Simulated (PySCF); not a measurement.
# Reading the logs of faulty runs: GeH7Si2 cation

These are calculations, not measurements. They come from PySCF 2.14.0, an open-source quantum chemistry program, on an isolated molecule that a program drew, which may never have been made. The molecule is GeH7Si2 cation (charge +1, singlet), drawn as the SMILES string `[SiH2+][SiH2][GeH3]`.

Each row is a Hartree-Fock (HF) and frozen-core CCSD(T) single point in the cc-pV(D+d)Z basis, meant for a local HF minimum. Run 1 is clean. Each other run has one planted mistake out of seven kinds, and not every kind appears here: one electron removed, one electron added, multiplicity raised by two, geometry at a saddle point, minimal basis STO-3G, one bond length entered in bohr, all coordinates scaled. The reference is restricted for singlets and unrestricted otherwise, and also for a bond in bohr. Adding or removing an electron swaps singlet and doublet. Electrons count all cores. HOMO and LUMO are orbital energies over both spins, the gradient is its largest component, and the lowest frequency (negative if imaginary) is given only where the gradient is small. Bond lengths are over the 9 bonds as drawn. T1 is the CCSD diagnostic: over 0.02 (restricted) or 0.045 (unrestricted) a single reference is doubtful. Germanium has the cc-pVDZ-PP basis, with a core potential (ECP10MDF) in place of its 10 inner electrons, and its 3s, 3p and 3d shells are frozen in CCSD(T).

Geometry of the clean run:
```xyz
10
GeH7Si2 cation, angstrom
Si   -1.7032   -0.9574    0.9421
Si    0.3825    0.1542    1.2494
Ge    1.4347    0.4304   -0.9428
H    -1.8643   -2.4188    0.9290
H    -2.9742   -0.2684    0.6746
H    -0.0362    1.4060    1.9081
H     1.0802   -0.7636    2.1697
H     2.7489    1.1366   -0.6551
H     0.4859    1.2679   -1.7894
H     1.6273   -0.9644   -1.5226
```

| run | electrons | basis functions | <S^2> | HOMO (eV) | LUMO (eV) | gradient (hartree/bohr) | lowest frequency (cm^-1) | mean bond (Å) | longest bond (Å) | T1 | HF (hartree) | CCSD(T) (hartree) | mistake |
|---|---|---|---|---|---|---|---|---|---|---|---|---|---|
| 1 | 66 | 104 | 0.000 | -15.19 | -5.68 | 1.7e-05 | 66 | 1.6985 | 2.447 | 0.0170 | -875.02575 | -875.37873 | no fault |
| 2 | 66 | 104 | 2.045 | -12.98 | -7.99 | 4.2e-02 | - | 1.6985 | 2.447 | 0.0181 | -874.93257 | -875.27831 | multiplicity raised by two |
| 3 | 66 | 104 | 0.869 | -14.91 | -5.90 | 1.2e-02 | - | 1.8438 | 2.778 | 0.0419 | -874.91872 | -875.25876 | ? |
| 4 | 66 | 104 | 0.000 | -14.65 | -5.54 | 3.6e-02 | - | 1.8327 | 2.641 | 0.0169 | -874.98527 | -875.34499 | ? |

**Which mistake was planted in run 3, and what did it cost?**

The mean bond changes by a factor of 1.086 and the longest by 1.135, so the molecule wasn't scaled as a whole. A length L in bohr read as angstrom grows by (1/0.5292 - 1) L = 0.890 L. The 9 bonds together grew by 9 x 0.1453 = 1.308 Å, which gives L = 1.470 Å. That is the length of one of the H-Si bonds, 1.470 Å in the clean geometry. So the mistake is: one bond length entered in bohr. Subtracting run 1 and multiplying by 627.51 kcal/mol a hartree, the energy moved by 67.2 kcal/mol in HF and 75.3 kcal/mol in CCSD(T).

**Which mistake was planted in run 4, and what did it cost?**

The mean and the longest bond both change by the same factor, 1.079, and the gradient is no longer small. So the mistake is: all coordinates scaled. Subtracting run 1 and multiplying by 627.51 kcal/mol a hartree, the energy moved by 25.4 kcal/mol in HF and 21.2 kcal/mol in CCSD(T).

